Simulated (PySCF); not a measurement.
CH6BNO. Atoms are numbered in the order given.

```xyz
10

B     -0.0301     0.0665     0.0000
C      0.4409    -1.4472     0.0000
H      1.5344    -1.5678     0.0000
H      0.0502    -1.9792     0.8842
H      0.0502    -1.9792    -0.8842
O     -1.3644     0.4060     0.0000
H     -1.9351    -0.3653     0.0000
N      0.8909     1.1289     0.0000
H      0.5932     2.0952     0.0000
H      1.8905     0.9968     0.0000
```
Charge 0, spin multiplicity 1.

Geometry: PBE0-D3(BJ)/def2-SVP. The values are those of a single conformer.

All values below come from PBE0/pcSseg-1 (PySCF).

GIAO shieldings, no solvent; atoms listed in one row are averaged. δ = σ(ref) − σ: ¹¹B against BF3 (σ = 88.8 ppm); ¹³C against TMS (σ = 186.3 ppm); ¹H against TMS (σ = 31.56 ppm); ¹⁷O against H2O (σ = 334.2 ppm); ¹⁵N against NH3 (σ = 267.4 ppm), references at their B3LYP-D3(BJ)/def2-TZVP geometries, non-relativistic.

Q: Estimate the chemical shifts. (The exact figures need the calculation; the answer reports its results.)

A: 
| nucleus | atoms | count | δ (ppm) |
|---|---|---|---|
| ¹¹B | B1 | 1 | 19.1 |
| ¹³C | C2 | 1 | 1.7 |
| ¹H | H7 | 1 | 3.11 |
| ¹H | H9 | 1 | 2.81 |
| ¹H | H10 | 1 | 2.66 |
| ¹H | H3, H4, H5 | 3 | 0.34 |
| ¹⁷O | O6 | 1 | 117.6 |
| ¹⁵N | N8 | 1 | 77.8 |
